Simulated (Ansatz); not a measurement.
Consider the ligand exchange at the Si–O bond: `CO[SiH2]O[SiH](O)O` + `S[SiH2]Cl` → `CO[SiH2]S[SiH2]Cl` + `O[SiH](O)O`.

Gas-phase electronic energies from Ansatz, PBE0-D4/def2-TZVP geometries. CCSD(T)/CBS adds triple-zeta CCSD(T) − MP2 to the extrapolated MP2 energy (def2 sets, frozen cores). DFT in def2-TZVPP. B3LYP here is the variant with VWN-RPA as its local correlation; programs differ in this. Each species was taken in one conformer, which may not be the lowest.

`CO[SiH2]O[SiH](O)O`:

Z-matrix (Å, degrees):
```
C
O 1 1.412
H 1 1.091 2 108.3
H 1 1.095 2 111.2 3 -119.2
H 1 1.095 2 111.3 3 119.2
Si 2 1.652 1 122.9 3 -175.5
O 6 1.619 2 105.9 1 176.6
H 6 1.485 2 109.4 1 56.9
H 6 1.484 2 109.9 1 -64.2
Si 7 1.644 6 139.6 2 -3.6
O 10 1.627 7 111.4 6 136.2
O 10 1.633 7 108.0 6 15.1
H 10 1.471 7 108.3 6 -108.1
H 11 0.958 10 117.7 7 -79.7
H 12 0.965 10 114.3 7 -16.7
```

`S[SiH2]Cl`:

Cartesian coordinates in Å:
```
S -0.525 -1.392 -0.833
Si 0.215 0.450 -0.088
Cl 1.533 0.212 1.468
H -1.272 -1.648 0.255
H -0.883 1.302 0.417
H 0.932 1.075 -1.219
```

`CO[SiH2]S[SiH2]Cl`:

Cartesian coordinates in Å:
```
C -0.122 1.892 -0.159
O 0.899 1.056 0.341
Si 0.733 -0.144 1.432
S 0.929 -2.093 0.552
Si -0.272 -1.826 -1.167
Cl -2.175 -1.193 -0.696
H -1.061 1.762 0.389
H 0.199 2.932 -0.069
H -0.301 1.668 -1.214
H -0.589 -0.018 2.093
H 1.846 -0.090 2.405
H 0.286 -0.804 -2.078
H -0.371 -3.144 -1.828
```

`O[SiH](O)O`:

Cartesian coordinates in Å:
```
O 1.530 -0.529 -0.271
Si -0.069 -0.213 -0.261
O -0.445 1.379 -0.114
O -0.745 -0.928 1.043
H 2.005 -0.440 0.557
H -0.559 -0.746 -1.546
H -0.214 1.962 -0.838
H -1.502 -0.485 1.430
```

| level | ΔE (kJ/mol) | difference from CCSD(T)/CBS |
| --- | --- | --- |
| PBE-D4 | 44.4 | -15.0 |
| r2SCAN-D4 | 56.8 | -2.6 |
| PBE0-D4 | 49.0 | -10.4 |
| B3LYP-D4 | 60.3 | 0.9 |
| ωB97X-V | 59.4 | 0.0 |
| ωB97M-V | 58.9 | -0.5 |
| B2PLYP | 66.0 | 6.6 |
| PBE0 | 53.9 | -5.5 |
| B3LYP | 69.2 | 9.8 |
| HF/def2-TZVPP | 82.5 | 23.1 |
| CCSD/def2-TZVPP | 66.7 | 7.3 |
| CCSD(T)/def2-TZVPP | 62.6 | 3.2 |
| SCS-MP2/def2-QZVPP | 62.6 | 3.2 |
| HF/CBS(def2) | 85.3 | 25.9 |
| MP2/CBS(def2) | 53.5 | -5.9 |
| CCSD/CBS(def2) | 63.6 | 4.2 |
| CCSD(T)/CBS | 59.4 | 0 |

Largest T1 diagnostic among the species: 0.012.

In def2-TZVPP, CCSD(T) changes the Hartree–Fock value by −20.0 kJ/mol (the triples alone add −4.2 kJ/mol) and MP2 by −25.9 kJ/mol. From PBE to PBE0 (25 % exact exchange), in def2-TZVPP and without D4, ΔE moves by +4.2 kJ/mol. The D4 term adds −8.8 kJ/mol with B3LYP and −4.9 kJ/mol with PBE0; it sums over pairs of atoms, weighted by their polarisabilities, and B3LYP, whose exchange is more repulsive, gets the larger term.
